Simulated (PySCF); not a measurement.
Two-component Hartree-Fock for Mo³²⁺ (molybdenum, charge +32)

Start: [Ne]. Calculated with PySCF 2.14 in an uncontracted even-tempered set (18 s from 2.9 bohr⁻², ratio 2.6; 13 p from 3.8 bohr⁻², ratio 2.6; 6 d from 3.9 bohr⁻², ratio 2.8; 3 f from 97 bohr⁻², ratio 2.8): generalised Hartree-Fock with the X2C-1e Hamiltonian and a Gaussian nucleus; spin-orbit coupling (SO) screened by Boettger's factors.

```tsv
spinor shell	electrons	ε, screened SO (eV)	weight of nominal j (screened SO)	rms radius, screened SO (bohr)
1s1/2	2	-21901.5	1.000	0.0404
2s1/2	2	-4590.9	1.000	0.163
2p1/2	2	-4371.3	1.000	0.141
2p3/2	4	-4259.0	1.000	0.145
```

```
   quantity  screened SO
E (hartree)  -3240.72076
        M_J            0
       ⟨J²⟩        0.000
       ⟨L²⟩        0.003
       ⟨S²⟩        0.003
```

Breit and QED terms are absent; they matter most for the inner s and p1/2 levels.

Densities and radii are taken from the X2C orbitals without a picture-change correction, which distorts them close to the nucleus.
